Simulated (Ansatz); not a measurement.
Spectroscopic constants of NaLi, closed-shell singlet (the spin of the measured ground state).

Seven points along R, fitted to fifth degree in 1/R; most abundant isotopes. Runs in def2 and cc sets follow the lowest solution found near the PBE0 minimum. The singlet is held restricted. HF and MP2 rows in def2 and cc sets belong to the determinant that coupled cluster picked by its CCSD energy.

Correlated levels freeze the inner cores; with def2 sets outer-core shells near the valence are correlated too.

Programs: Ansatz (an electronic-structure program) with Gaussian orbitals. Values without a source in brackets are computed.

Energies at MP2/def2-QZVPP:

```csv
R (Å),E (hartree)
2.723531,-169.53272240
2.796744,-169.53329652
2.864100,-169.53354990
2.940242,-169.53355705
3.016384,-169.53330363
3.104239,-169.53273029
3.206738,-169.53173774
```

Task: With a reduced mass of 5.3755 u, find the minimum, the force constant and the constants.

Result: A fifth-degree polynomial in 1/R puts the minimum at r_e = 2.9037 Å with force constant 20.9 N/m. Then ω_e = (1/2πc)√(k/μ) = 257 cm⁻¹ and B_e = h/(8π²cμr_e²) = 0.3719 cm⁻¹; the cubic and quartic terms give α_e = 0.0023 and ω_e x_e = 0.86 cm⁻¹.

Doubts at one or more of the structures used: a restricted determinant that unrestricted orbitals would lower (MP2/def2-QZVPP).
